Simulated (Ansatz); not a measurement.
Consider the ligand exchange at the Si–O bond: `C=C(Cl)O[SiH3]` + `COB(N)O` → `COB(N)O[SiH3]` + `C=C(O)Cl`.

Program: Ansatz. Geometries: PBE0-D4/def2-TZVP. ΔE: electronic, gas phase. CCSD(T)/CBS is the MP2 limit (def2-TZVPP, def2-QZVPP) plus CCSD(T) − MP2 in def2-TZVPP, frozen cores. DFT in def2-TZVPP. B3LYP here is the variant with VWN-RPA as its local correlation; programs differ in this. One conformer a species, not always the lowest.

Question: Is it downhill or uphill in electronic energy at CCSD(T)/CBS, and by how much? (Best estimate.)

Answer: The calculation gave: Nearly level: ΔE = -0.3 kcal/mol.

Question: What do these levels give: r2SCAN-D4, PBE0-D4, r2SCAN, B3LYP, HF/def2-QZVPP, MP2/CBS(def2)? (Best estimate.)

Answer: The calculation gave: r2SCAN-D4 -0.3, PBE0-D4 -0.3, r2SCAN -0.3, B3LYP -0.7, HF/def2-QZVPP -2.4, MP2/CBS(def2) 0.1 kcal/mol.

Largest T1 diagnostic among the species: 0.012.

In def2-TZVPP, CCSD(T) changes the Hartree–Fock value by +1.9 kcal/mol (the triples alone add +0.4 kcal/mol) and MP2 by +2.3 kcal/mol.
